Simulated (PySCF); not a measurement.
## Telling isomers of C4H7FSi2 apart by NMR

Level of theory: NMR shieldings at PBE0/pcSseg-1/GIAO, coordinates at the GFN2-xTB level, in PySCF (a single conformation, equivalent nuclei averaged, isolated molecule, no relativistic terms).

References, each an isolated molecule treated in the same way: $^{1}$H (31.72 ppm), $^{13}$C (186.93 ppm) vs TMS. Splittings of carbon signals by F and P are missing where no couplings were computed. Where no couplings were computed, multiplicities follow the n + 1 count of equivalent neighbours, and m marks all less simple cases (inequivalent or close neighbours, rings, F or P nearby). Shifts are as computed. Against solution values, carbons near 30 ppm lie about +3 ppm off and those near 130 ppm about +5 ppm (rms about the fit 2.1 ppm; single classes can miss by 10 ppm). Of 1328 compounds with measured shifts, 309 miss one by over three times the rms of a fit or turn the order of signals round; such compounds aren't used in these exercises. Signals without a measured value on file couldn't be tested in this way; 1H shifts scatter by 0.2 ppm about their fit, and single ones miss by 0.5 ppm.

(1) Tabulate the signals of `F[SiH]1C=C[SiH2]C=C1`, `FC1=C[SiH2]C=C[SiH2]1` and their relative energies.

(2) What is the quickest way to tell F[SiH]1C=C[SiH2]C=C1 from FC1=C[SiH2]C=C[SiH2]1?

Answers

(1) 
```tsv
SMILES	carbon types	δC	δH	E rel. (kcal/mol)
F[SiH]1C=C[SiH2]C=C1	4×CH	157.1, 154.8	7.58 (m, 2H), 7.52 (m, 2H), 5.27 (m, 1H), 4.53 (m, 1H), 4.47 (m, 1H)	0.0
FC1=C[SiH2]C=C[SiH2]1	1×C 3×CH	182.4, 154.6, 151.0, 117.9	7.43 (m, 1H), 7.25 (m, 1H), 6.21 (m, 1H), 4.90 (m, 2H), 4.66 (m, 2H)	41.5
```

Energies are electronic energies at PBE0/pcSseg-1 on these geometries, without zero-point or thermal terms, each for the one conformer computed, which needn't be the lowest.

(2) Count the carbon signals: 2 against 4. The first has an alkene CH at 157.1 ppm, the second a fully substituted alkene carbon (C) at 182.4 ppm.
